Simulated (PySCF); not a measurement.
PySCF input (B3PW91/6-31G* (5d)):

```python
from pyscf import gto, dft

mol = gto.M(
    atom='''
    O     0.61202200   -1.52382800   -0.76630400
    Si    0.00794000   -0.03611200   -0.27518800
    O    -1.48579100    0.06534500   -1.03537500
    O     0.95742900    1.07800200   -1.09776500
    S    -0.05041600    0.22929100    1.74730500
    H     1.09248500   -1.90603400   -0.02672800
    H    -2.16609500   -0.04363700   -0.36514400
    H     1.09983000    1.83042600   -0.51683500
    ''',
    basis='6-31g*',
    charge=-1,
    spin=0,
    verbose=4,
)

mf = dft.RKS(mol, xc='b3pw91')
mf.grids.level = 3
mf.conv_tol = 1e-9
mf.max_cycle = 100
mf.max_memory = 1500
mf.kernel()
if not mf.converged:
    mf = mf.newton()
    mf.kernel(mf.make_rdm1())
mf.dip_moment()
```

Output:

```
PySCF version 2.14.0

[INPUT] verbose = 4
[INPUT] num. atoms = 8
[INPUT] num. electrons = 58
[INPUT] charge = -1
[INPUT] spin (= nelec alpha-beta = 2S) = 0
[INPUT] symmetry False subgroup None
[INPUT] Mole.unit = angstrom
[INPUT] Symbol           X                Y                Z      unit          X                Y                Z       unit  Magmom
[INPUT]  1 O      0.612022000000  -1.523828000000  -0.766304000000 AA    1.156553962209  -2.879617580944  -1.448104688159 Bohr   0.0
[INPUT]  2 Si     0.007940000000  -0.036112000000  -0.275188000000 AA    0.015004425429  -0.068241789810  -0.520029952767 Bohr   0.0
[INPUT]  3 O     -1.485791000000   0.065345000000  -1.035375000000 AA   -2.807738068344   0.123484153610  -1.956575186222 Bohr   0.0
[INPUT]  4 O      0.957429000000   1.078002000000  -1.097765000000 AA    1.809278593716   2.037128541733  -2.074475199133 Bohr   0.0
[INPUT]  5 S     -0.050416000000   0.229291000000   1.747305000000 AA   -0.095272432296   0.433297192828   3.301927906083 Bohr   0.0
[INPUT]  6 H      1.092485000000  -1.906034000000  -0.026728000000 AA    2.064497445195  -3.601882244109  -0.050508599857 Bohr   0.0
[INPUT]  7 H     -2.166095000000  -0.043637000000  -0.365144000000 AA   -4.093326309790  -0.082461978898  -0.690022156028 Bohr   0.0
[INPUT]  8 H      1.099830000000   1.830426000000  -0.516835000000 AA    2.078377483580   3.459003831283  -0.976676601590 Bohr   0.0

nuclear repulsion = 307.24253040724
number of shells = 40
number of NR pGTOs = 195
number of NR cGTOs = 84
basis = 6-31g*
ecp = {}

******** <class 'pyscf.dft.rks.RKS'> ********
method = RKS
initial guess = minao
damping factor = 0
level_shift factor = 0
DIIS = <class 'pyscf.scf.diis.CDIIS'>
diis_start_cycle = 1
diis_space = 8
diis_damp = 0
SCF conv_tol = 1e-09
SCF conv_tol_grad = None
SCF max_cycles = 100
direct_scf = True
direct_scf_tol = 1e-13
XC library pyscf.dft.libxc version 7.1.2
    S. Lehtola, C. Steigemann, M. J. T. Oliveira, and M. A. L. Marques,  SoftwareX 7, 1–5 (2018)
XC functionals = b3pw91
    A. D. Becke,  J. Chem. Phys. 98, 5648 (1993)
radial grids:
    Treutler-Ahlrichs [JCP 102, 346 (1995); DOI:10.1063/1.469408] (M4) radial grids

becke partition: Becke, JCP 88, 2547 (1988); DOI:10.1063/1.454033
pruning grids: <function nwchem_prune>
grids dens level: 3
symmetrized grids: False
atomic radii adjust function: <function treutler_atomic_radii_adjust>
small_rho_cutoff = 0
Set gradient conv threshold to 3.16228e-05
Initial guess from minao.
tot grids = 109736
init E= -915.555964720993
  HOMO = -0.309405781447883  LUMO = -0.0287318004692705  gap/eV = 7.63753
cycle= 1 E= -914.894747891292  delta_E= 0.661  |g|=  1.2  |ddm|= 2.78
  HOMO = 0.0515461538531481  LUMO = 0.267289487872981  gap/eV = 5.87068
cycle= 2 E= -914.616311749996  delta_E= 0.278  |g|= 1.72  |ddm|= 2.36
  HOMO = -0.00657834257794118  LUMO = 0.22326733576014  gap/eV = 6.25442
cycle= 3 E= -915.178192872055  delta_E= -0.562  |g|= 0.145  |ddm|= 1.46
  HOMO = -0.0413243723148933  LUMO = 0.224276688545122  gap/eV = 7.22737
cycle= 4 E= -915.184375312741  delta_E= -0.00618  |g|= 0.0397  |ddm|= 0.255
  HOMO = -0.0357884388452111  LUMO = 0.223645687815126  gap/eV = 7.05956
cycle= 5 E= -915.184869471013  delta_E= -0.000494  |g|= 0.0132  |ddm|= 0.07
  HOMO = -0.0353043688239885  LUMO = 0.224594241121212  gap/eV = 7.07220
cycle= 6 E= -915.184922785149  delta_E= -5.33e-05  |g|= 0.00111  |ddm|= 0.019
  HOMO = -0.0352709162440651  LUMO = 0.224470282104448  gap/eV = 7.06792
cycle= 7 E= -915.184923126053  delta_E= -3.41e-07  |g|= 0.000149  |ddm|= 0.00156
  HOMO = -0.0352599169935603  LUMO = 0.224471908969367  gap/eV = 7.06766
cycle= 8 E= -915.184923131232  delta_E= -5.18e-09  |g|= 2.71e-05  |ddm|= 0.000166
  HOMO = -0.0352641425857603  LUMO = 0.224470656718418  gap/eV = 7.06774
cycle= 9 E= -915.184923131435  delta_E= -2.03e-10  |g|= 4.36e-06  |ddm|= 3.65e-05
  HOMO = -0.0352648781396591  LUMO = 0.224471020000762  gap/eV = 7.06777
Extra cycle  E= -915.184923131433  delta_E= 2.05e-12  |g|= 4.55e-06  |ddm|= 9.77e-06
converged SCF energy = -915.184923131433

WARN: System has nonzero charge -1; the dipole moment is origin-dependent.
Location of origin: [0. 0. 0.]

Dipole moment(X, Y, Z, Debye):  0.03543, -0.16104, -1.22723
```

The dipole moment of an ion depends on the origin.

The geometry given is a B3LYP-D3(BJ)/def2-TZVP minimum.
